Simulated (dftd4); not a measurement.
Input for dftd4:
```
$ dftd4 mol.xyz --func b3lyp --charge 0 --json dftd4.json --noedisp --property

# file mol.xyz
4

O      1.21599968    -0.69297283     0.21713150
S     -0.02029261     0.01156434    -0.00362349
F      0.34782053     1.74261021    -0.35541844
F     -1.39263337    -1.14719318     0.16885442
```

Problem. What dispersion energy does D4 for b3lyp run with dftd4 give?

Solution. -2.24 kcal/mol

Problem. Estimate the partial charges in atom order that D4 for b3lyp returns for this input.

Solution. O1 -0.25, S2 0.48, F3 -0.12, F4 -0.12
